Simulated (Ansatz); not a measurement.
A structure drawn as `C[Si](N)(O)[SiH3]`, with this starting geometry:

```xyz
14

C     1.708    0.173    0.337
Si   -0.002   -0.389   -0.017
N    -0.543   -1.405    1.206
O    -0.210   -1.412   -1.285
Si   -1.313    1.562   -0.323
H     2.392   -0.759    0.433
H     1.801    0.739    1.222
H     2.104    0.695   -0.520
H    -1.473   -1.760    1.024
H     0.027   -2.242    1.274
H     0.174   -1.060   -2.166
H    -1.170    2.455    0.884
H    -2.701    1.161   -0.536
H    -0.794    2.243   -1.532
```

Charge 0, multiplicity 1.

Problem. Does it keep its bonds when Ansatz relaxes it at PBE-D4/def2-SVP and then PBE0-D4/def2-TZVP?

Solution. Yes, every drawn bond is still there and no new one forms.

Problem. Give the relaxed structure. (Best estimate.)

Solution. Ansatz gave: 
Z-matrix (Å, degrees):
```
C
Si 1 1.865
H 1 1.093 2 111.2
H 1 1.094 2 110.3 3 -119.2
H 1 1.092 2 111.2 3 120.5
N 2 1.709 1 107.6 3 178.5
O 2 1.661 1 110.4 3 58.2
Si 2 2.351 1 112.3 3 -63.0
H 6 1.008 2 120.2 1 -37.6
H 6 1.007 2 120.7 1 176.5
H 7 0.958 2 117.5 1 -75.5
H 8 1.491 2 110.9 1 -164.5
H 8 1.493 2 111.0 1 76.3
H 8 1.489 2 111.8 1 -43.8
```
All modes are real.

Atoms count as bonded under 1.1 times the sum of their covalent radii (H–H under 0.85 Å, pairs among N, O and F under 1.55 Å), and a drawn bond as lost past 1.3 times.
